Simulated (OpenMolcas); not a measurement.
**Ru3+: effect of the metal basis**

Ru3+ with its 6 nearest oxide ions at 2.076 Å, on the Mg site of MgO (a = 4.2112 Å, distance in the model lattice 2.106 Å). The rest of the host is ab initio model potentials to 7.6 Å and point charges beyond; the distance is set by hand and nothing relaxes, and no local charge compensation is placed.

```
Program             : OpenMolcas
Method              : SS-CASPT2, IPEA 0.25 Eh, imaginary shift 0.1 Eh (closed shells correlated: 4s 4p and the ligand valence shells)
Spin-orbit coupling : state interaction with AMFI integrals over the reference wave functions
```

Fixed: ligand basis ANO-RCC-VDZP, active space 5 electrons in 5 orbitals (4d), DKH2 Hamiltonian.

States (labels of O, the rotations of Oh). Energies in cm-1 above the lowest state or level, χT in cm3 K/mol; under a threefold ground state the first gap can be a small split of the lowest multiplet, not the spin-orbit step; 10Dq and B are least-squares fits to the states below 45000 cm-1, weighted by degeneracy, with a free offset, and given where the rms deviation is under 5 % of |10Dq| (or 100 cm-1) and under 700 cm-1.

```csv
Run,Metal basis,Ground state,First state of that spin,10Dq,B (rms of fit),First gap with spin-orbit (degeneracies),χT at 300 K,First state of another spin,Cost
A,ANO-RCC-VDZP,2T2,2A2 23320,26849,526 (337),"1740 (2, 4)",0.577,2S+1 = 4: 17930,roughly 5 core-minutes
B,ANO-RCC-VTZP,2T2,22690,25990,502 (540),"1760 (2, 4)",0.579,2S+1 = 4: 18220,roughly 9 core-minutes
```

Against A, |10Dq| changes by -3.2 % in B.

Costs are those of the CASPT2 steps.

Roots that are degenerate in the reference are averaged as groups; the widest CASPT2 spread within a group is 500 cm-1 (the 3-fold group of multiplicity 2 near 62700 cm-1 above the lowest state of its run, A). Shifts and gaps below about the spread of the groups concerned are not significant. Over all roots computed the reference weight is 0.68 to 0.70 in A, 0.67 to 0.69 in B; a low but even weight reflects the number of correlated electrons. An orbital triplet at a regular site is open to Jahn-Teller coupling, which can distort the site and quench the lowest spin-orbit gaps and is left out. Ligand-to-metal charge-transfer states are missing. With no ligand orbital active B as a rule stays too high, so bands that hang on it stand too high and its fall with covalency is understated. With one d shell and no ligand orbital active, 10Dq can be off by a tenth or more. The least metal-like active orbital is 74 % on the metal (Löwdin) and no ligand orbital is active, so the numbers are rough (holds for A). The least metal-like active orbital is 75 % on the metal (Löwdin) and no ligand orbital is active, so the numbers are rough (holds for B). No measured value stands beside these numbers; the geometry was set by hand and not optimised.

A state without a sure symmetry label is named by its multiplicity alone.
